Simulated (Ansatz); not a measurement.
A search over several starts for the lowest SCF solution of GeO3H2⁺ at the given spin, in a small basis.

```yaml
crystal:
  periodic: [false, false, false]
  atoms:
    - {symbol: Ge, position_ang: [-0.119128, -0.335419, 0.285386]}
    - {symbol: O, position_ang: [1.413587, -0.169047, -0.584032]}
    - {symbol: O, position_ang: [-1.011114, 1.153069, 0.767601]}
    - {symbol: O, position_ang: [-1.619136, 0.322084, -0.463895]}
    - {symbol: H, position_ang: [1.407083, 0.643028, -1.129113]}
    - {symbol: H, position_ang: [-0.071283, -1.613725, 1.124044]}
basis:
  gaussian: {orbitals: def2-SVP}
total_charge: 1
magnetization: {spin_polarized: true, initial_magnetization: 1}
hamiltonian: {xc: pbe0, dispersion: d4}
output: {orbitals: {seedname: orbitals}}
```

```sh
$ ansatz run in.yaml --threads 4 --pin off --events-out ev --progress --plain --max-ram 3916MiB
```

Shortened log:

```
Functional definition: PBE0
802 factors; integrals over basis functions are off by at most 1.2e-3 eV
mean field evaluation 1: about -62632.3466 eV, gradient 6.4e1 eV
mean field evaluation 2: about -62538.1703 eV, gradient 1.5e2 eV
mean field evaluation 4: about -62647.7048 eV, gradient 3.5e1 eV
mean field evaluation 8: about -62653.2436 eV, gradient 6.4e-1 eV
mean field evaluation 16: about -62653.3310 eV, gradient 7.7e-3 eV
mean field evaluation 32: about -62653.3310 eV, gradient 4.0e-5 eV
mean field -62653.33095248 eV, -2302.4674445505 hartree, gradient 4.1e-5 eV, S^2 0.758152; 4 other end points of the search recorded, 0 dependent functions left out
reference -62653.33097183 eV, -2302.4674452617 hartree; 29, 28 occupied and 55, 56 virtual orbitals, 802 factors
Total energy: -62653.40181646 eV, -2302.4700487537 hartree
```

Run time 2.3 s (4 threads of Arm Neoverse V2 on a shared host).

The structure comes from a short search, and lower isomers may exist.
